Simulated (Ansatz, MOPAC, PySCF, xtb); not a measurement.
Lewis adduct: BGeH5 (SMILES [BH2][GeH3]) (first 7 atoms) with H2O (SMILES O); geometry from B3LYP-D3(BJ)/def2-TZVP, rigid monomers moved along the line of their centres of mass till B1···O8 is 1.92 Å.
(charge 0, multiplicity 1):
```json
[
 {"atom": "B", "x (Å)": "1.2228", "y (Å)": "0.2876", "z (Å)": "0.8022"},
 {"atom": "Ge", "x (Å)": "-0.6192", "y (Å)": "-0.0185", "z (Å)": "-0.1290"},
 {"atom": "H", "x (Å)": "2.0332", "y (Å)": "-0.5662", "z (Å)": "0.5876"},
 {"atom": "H", "x (Å)": "1.6274", "y (Å)": "1.4131", "z (Å)": "0.7644"},
 {"atom": "H", "x (Å)": "-0.5644", "y (Å)": "0.0266", "z (Å)": "-1.6702"},
 {"atom": "H", "x (Å)": "-1.2459", "y (Å)": "-1.3967", "z (Å)": "0.2370"},
 {"atom": "H", "x (Å)": "-1.7065", "y (Å)": "1.0102", "z (Å)": "0.2943"},
 {"atom": "O", "x (Å)": "1.0552", "y (Å)": "0.0845", "z (Å)": "2.7067"},
 {"atom": "H", "x (Å)": "0.6842", "y (Å)": "-0.7918", "z (Å)": "2.8820"},
 {"atom": "H", "x (Å)": "0.4196", "y (Å)": "0.7395", "z (Å)": "3.0275"}
]
```

Monomers are frozen at their geometry in the pair; levels with a basis set take the counterpoise correction. Rows marked so take none.

Cores are frozen in the correlated methods. Filled d and f shells under p-block atoms count as core. Rows in 3-21G, 6-31G* carry no dispersion term and start afresh at each structure (6-31G* with six Cartesian d functions); the Pople sets are all-electron and without relativity. MP2/6-31G* freezes PySCF's default core, which leaves 3d correlated. The state reached by PM3, PM6 isn't checked.

Run with Ansatz (a first-principles code) with Gaussian orbitals; MOPAC for PM3, PM6 (differences of heats of formation); PySCF for 3-21G rows, 6-31G* rows; xtb for the GFN methods. Values without a source in brackets are computed.

| level | interaction energy (kcal/mol) |
|---|---|
| PM3 | -33.74 |
| PM6 | -25.43 |
| GFN2-xTB | -19.93 |
| HF/3-21G (no counterpoise) | -32.26 |
| PBE/def2-TZVPPD | -23.40 |
| r2SCAN/def2-TZVPPD | -24.34 |
| B3LYP/6-31G* (no counterpoise) | -26.44 |
| MP2/6-31G* (no counterpoise) | -27.34 |
| SCS-MP2/aug-cc-pVDZ | ? |

Q: What belongs in the gaps?

A: 
- SCS-MP2/aug-cc-pVDZ, interaction energy (kcal/mol): -18.73
